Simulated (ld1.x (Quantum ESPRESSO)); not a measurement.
**Before and after: TM potential for Al (Z = 13)**

```
Element                 : aluminium
Generator               : ld1.x (Quantum ESPRESSO) 7.5
Type                    : norm-conserving Troullier–Martins (Kleinman–Bylander form)
Functional              : PBE
Relativity              : scalar-relativistic
Frozen core             : [Ne]
Valence charge          : 3
Reference configuration : 3s2 3p1
Partial waves           : 3p (bound): rc 1.75 bohr; 3s (bound): rc 2.25 bohr
Local potential         : the s channel
Core correction         : Bessel-smoothed model core, default radius (core density twice the valence density)
```

All-electron outer shells of the reference configuration (PBE, scalar-relativistic, ld1.x):

```json
{"shell": "2s", "level (eV)": "-108.17", "outermost node (bohr)": "0.16", "outermost maximum (bohr)": "0.50"}
{"shell": "2p", "level (eV)": "-69.64", "outermost node (bohr)": "–", "outermost maximum (bohr)": "0.43"}
{"shell": "3s", "level (eV)": "-7.75", "outermost node (bohr)": "0.80", "outermost maximum (bohr)": "2.09"}
{"shell": "3p", "level (eV)": "-2.71", "outermost node (bohr)": "0.82", "outermost maximum (bohr)": "2.64"}
```

Change: local potential all-electron potential smoothed inside 1.90 bohr (lloc = -1).

Cutoffs: the cutoffs (Ry, on a coarse ladder) from which the occupation-weighted sum of valence levels, in a spherical-Bessel basis at the reference potential, stays within 10 and 1 mRy of its value at 400 Ry; they do not see the model core or the augmentation charge, which bear on the density cutoff. Errors are all-electron minus pseudo energies relative to the spin-unpolarised reference configuration.

Q: How do hardness, ghosts and transferability respond?

A: The potential gets neither clearly harder nor softer (10 Ry and 30 Ry → 10 Ry and 30 Ry); of the 7 tests that both files solve, the error grows in 4 and shrinks in 1 by more than 15 % and 0.3 meV (median size 1.7 → 2.0 meV); neither file shows a bound ghost.

```tsv
quantity	base	changed
cutoff, loose	10 Ry	10 Ry
cutoff, tight	30 Ry	30 Ry
bound ghosts	none	none
error for 3s2 3p0, meV [ΔE 5.76 eV]	+1.7	+2.0
error for 3s1 3p0, meV [ΔE 24.99 eV]	+9.5	+13
error for 3s2 3p0.5, meV [ΔE 2.09 eV]	+0.4	+0.3
error for 3s1 3p1, meV [ΔE 11.57 eV]	+5.4	+3.3
error for 3s2 3p1.3, meV [ΔE -0.57 eV]	+0.1	+0.1
error for 3s1 3p2, meV [ΔE 5.14 eV]	-1.6	-2.0
error for 3s0 3p3, meV [ΔE 10.45 eV]	-5.2	-8.9
s: phases at 2.44 bohr within 0.05 rad from the reference energy up to (Ry; the scan ends near 5)	2.3	1.8
p: phases at 2.44 bohr within 0.05 rad from the reference energy up to (Ry; the scan ends near 5)	1.6	2.6
```
